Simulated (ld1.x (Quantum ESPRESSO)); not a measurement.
krypton (Kr), TM: configuration errors across variants

Kr, norm-conserving Troullier–Martins (Kleinman–Bylander form), made with ld1.x (Quantum ESPRESSO) 7.5 (PBE, scalar-relativistic). Core [Ar], reference 3d10 4s2 4p6. Waves: 4s (bound): rc 1.20 bohr; 4p (bound): rc 1.55 bohr; 3d (bound): rc 0.90 bohr. Local part: the d channel. Core correction: none.

All-electron excitation energies from the reference (eV): (1) 3d10 4s2 4p5 14.289; (2) 3d10 4s2 4p4 39.464; (3) 3d10 4s2 4p3 76.538; (4) 3d10 4s2 4p2 126.348; (5) 3d9 4s2 4p6 93.868; (6) 3d10 4s1 4p6 28.797; (7) 3d10 4s2 4p5.5 5.856.

Tests that are not counted but printed errors over 1 eV. “wave 3d (bound): rc 0.90 bohr becomes 3d (bound): rc 0.76 bohr”: 3d9 4s2 4p6 (solver errors, printed error -575 eV).

4 further variants failed, have other tests or another functional or relativity, and are left out.

A true bound ghost makes a file unfit for plane-wave use even where its test errors are small: the radial tests pick states by their node count and pass the ghost by. Where a test does run into it, the solver fails or the error is huge.

Errors AE − PS in meV (a dash: test not solved or not reliable):

| change | (1) | (2) | (3) | (4) | (5) | (6) | (7) | bound ghosts |
| --- | --- | --- | --- | --- | --- | --- | --- | --- |
| base | -0.1 | +7.9 | +33 | +87 | -674 | +2.9 | -0.6 | s, p |
| wave 4s (bound): rc 1.20 bohr becomes 4s (bound): rc 1.00 bohr | -0.4 | +6.4 | +28 | +77 | -554 | -4.9 | -0.7 | s, p |
| wave 3d (bound): rc 0.90 bohr becomes 3d (bound): rc 0.76 bohr | +0.6 | +12 | +44 | +112 | – | +5.1 | -0.5 | s, p |
| wave 4p (bound): rc 1.55 bohr becomes 4p (bound): rc 1.12 bohr | -0.3 | +5.0 | +23 | +63 | -539 | +3.5 | -0.5 | s, p |
| all radii scaled by about 1.25 (s 1.50, p 1.94, d 1.12 bohr) | -1.8 | -2.4 | -0.3 | +6.4 | -408 | +3.9 | -0.9 | s, p |
| wave 4p (bound): rc 1.55 bohr becomes 4p (bound): rc 1.06 bohr | -1.0 | +1.0 | +12 | +44 | -552 | +0.7 | -0.6 | s, p |
| wave 4s (bound): rc 1.20 bohr becomes 4s (bound): rc 1.24 bohr | -0.1 | +7.8 | +32 | +86 | -684 | +3.1 | -0.6 | s, p |
| wave 3d (bound): rc 0.90 bohr becomes 3d (bound): rc 0.88 bohr | 0.0 | +8.5 | +34 | +90 | -679 | +3.2 | -0.6 | s, p |

Problem. Give the same row for: wave 4p (bound): rc 1.55 bohr becomes 4p (bound): rc 1.42 bohr.

Solution. 0.0, +8.0, +32, +85, -659, +3.5, -0.6; bound ghosts: s, p.
